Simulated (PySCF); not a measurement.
Input of a run (PBE0-D3(BJ)/def2-SVP geometry optimisation, gas phase (PySCF 2.14.0)), started from GFN2-xTB:
```
{"job": {"xc": "PBE0", "basis": "def2-SVP", "d3": "d3bj", "grid": 1, "shake": 0.01, "kind": "geom"}, "charge": 0, "multiplicity": 1}
C      3.139170    -1.475260     0.028220
C      2.115920    -0.893920     0.394330
Ge     0.498800    -0.008230     0.916930
C     -1.093360    -0.988880     0.402080
C     -1.768510    -0.082240    -0.606370
C     -1.223590     1.096610    -0.896160
C      0.063710     1.534150    -0.238020
H      4.011020    -1.934220    -0.297980
H      0.667790     0.304550     2.417990
H     -0.921630    -1.965720    -0.034840
H     -1.812770    -1.170970     1.251530
H     -2.677940    -0.405630    -1.055750
H     -1.699430     1.770180    -1.624240
H     -0.125540     2.463400     0.325270
H      0.811020     1.738800    -0.990230
```

Output (energies in Eh, forces in Eh/bohr):
```
step   0  E = -2309.40321547  max force = 0.052733
step   1  E = -2309.40727097  max force = 0.008594
step   2  E = -2309.40771671  max force = 0.003409
step   3  E = -2309.40797947  max force = 0.004756
step   4  E = -2309.40810900  max force = 0.002950
step   5  E = -2309.40819463  max force = 0.001174
step   6  E = -2309.40822826  max force = 0.000440
step   7  E = -2309.40822959  max force = 0.000202
optimisation converged
```

Question: Summarise the run.

Answer: The energy falls by 13.2 kJ/mol over 8 energy and gradient evaluations, the largest force component goes from 0.0527 to 2.0e-04 Eh/bohr, and the atoms move by 0.042 Å rms after alignment. The bond that changes most is C1–H8 (terminal alkyne carbon to alkyne hydrogen), which lengthens by 0.038 Å. Bonds longer at the end by more than 0.005 Å: 6 of 15; shorter: 7. Among the angles that change most is Ge3–C4–H10, from 115.6° to 111.7°. The energy never rose by more than 1e-6 Eh on the way. The first step brought 81 % of the lowering.

Question: What are the final bond lengths?

Answer: C1≡C2 1.217 Å, C2–Ge3 1.905 Å, Ge3–C4 1.968 Å, C4–C5 1.504 Å, C5=C6 1.342 Å, C6–C7 1.504 Å, Ge3–C7 1.968 Å, C1–H8 1.076 Å, Ge3–H9 1.537 Å, C4–H10 1.102 Å, C4–H11 1.103 Å, C5–H12 1.096 Å, C6–H13 1.096 Å, C7–H14 1.103 Å, C7–H15 1.102 Å. Numbering counts from 1 in the input's order; the species is `C#[C][GeH]1[CH2]C=C[CH2]1`.

The run used 156 basis functions and 58 SCF cycles in all. On one thread, Intel Xeon at 2.50 GHz (x86_64) (shared host), this took 4.5 min wall, 4.0 min CPU and 0.64 GiB of memory at its peak.

No PBE0-D3(BJ)/def2-SVP frequencies stand behind this structure, so it isn't proved a minimum.
